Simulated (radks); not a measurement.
Problem. The table gives one normalised radial function P(r) = r R(r) of O3+ in [He] 2s2 2p1 (r in bohr). Method: non-relativistic Kohn-Sham, PBEsol, spin-polarised, spherical densities, point nucleus; open shells are filled with parallel spins first; computed with a radial shooting solver on a logarithmic mesh with Libxc functionals.

r	P
0.01397	0.1476
0.01537	0.1606
0.01706	0.1758
0.01878	0.1908
0.02083	0.2081
0.02293	0.2251
0.02545	0.2447
0.02801	0.2636
0.03108	0.2851
0.03421	0.3056
0.03796	0.3285
0.04179	0.3501
0.04637	0.3734
0.05104	0.3948
0.05618	0.4155
0.06234	0.4366
0.06862	0.4543
0.07614	0.4707
0.08382	0.4826
0.093	0.4909
0.1024	0.4932
0.1136	0.4890
0.125	0.4775
0.1387	0.4558
0.1527	0.4260
0.1695	0.3820
0.1865	0.3297
0.207	0.2597
0.2278	0.1826
0.2528	0.0856
0.2783	-0.0154
0.3088	-0.1359
0.3399	-0.2551
0.3771	-0.3896
0.4151	-0.5154
0.457	-0.6386
0.5071	-0.7639
0.5582	-0.8667
0.6193	-0.9583
0.6817	-1.0199
0.7564	-1.0573
0.8327	-1.0623
0.9239	-1.0350
1.017	-0.9809
1.128	-0.8951
1.242	-0.7961
1.378	-0.6752
1.517	-0.5589
1.684	-0.4363
1.853	-0.3328
2.056	-0.2362
2.263	-0.1637
2.511	-0.1036
2.765	-0.0639
3.068	-0.0352
3.377	-0.0188

Which n and l does it have? It may be an empty orbital.

Solution. n = 2, l = 0: the number of nodes gives n - l - 1 = 1, the rise at small r (about r^(l+1)) gives l, and the extent must fit the shell. The curve is that of 2s up; the table hardly tells the two spins apart. 2s up: eigenvalue -80.404 eV, 1 radial node at r = 0.274 bohr, <r> = 0.974 bohr, 90 % of the charge inside 1.51 bohr.
